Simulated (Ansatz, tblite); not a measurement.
Isomers of B6N (doublet), found by a short tight-binding search and relaxed with B3LYP-D4/def2-SVP in Ansatz.

The xTB rows come from tblite.

C: At PBE-D4/def2-TZVP, r2SCAN-D4/def2-TZVP, PBE0-D4/def2-TZVP, ωB97X-V/def2-TZVP and others the charge 0 doublet is spin-contaminated (final ⟨S²⟩ up to 1.00, 0.75 for a pure state).

Other spin states weren't relaxed.

A:

Cartesian coordinates in Å:
```
N 0.979 -1.413 -1.205
B -1.566 1.385 0.512
B -1.107 0.409 -0.559
B 0.860 0.116 1.135
B -0.334 1.073 1.367
B -0.136 -0.673 -1.239
B 1.304 -0.897 -0.012
```

B:

Cartesian coordinates in Å:
```
N -0.658 -0.797 1.538
B -0.114 -0.049 -1.446
B -1.022 0.259 0.780
B -0.683 1.146 -0.525
B 0.922 1.028 -0.445
B 0.384 -1.032 0.712
B 1.170 -0.555 -0.614
```

C:

```xyz
7

N    -0.030   -0.801   -0.462
B    -1.205    0.561   -0.104
B    -0.716   -0.514    0.947
B     1.241   -0.213    0.298
B     0.659   -1.146    1.457
B    -0.657    1.257   -1.398
B     0.708    0.855   -0.738
```

Task: Estimate which lies lowest at each level, and how far above it the others are (kJ/mol).

Result: 
```tsv
level	A	B	C
GFN1-xTB	0.0	128.3	180.8
GFN2-xTB	0.0	123.7	229.5
PBE-D4/def2-TZVP	4.5	0.0	283.6
r2SCAN-D4/def2-TZVP	11.4	0.0	291.8
PBE0-D4/def2-TZVP	18.6	0.0	297.1
ωB97X-V/def2-TZVP	27.1	0.0	297.7
ωB97M-V/def2-TZVP	14.8	0.0	305.2
```
Point groups (tolerance 0.1 Å): A Cs, B C2v, C Cs. Lower isomers may exist.
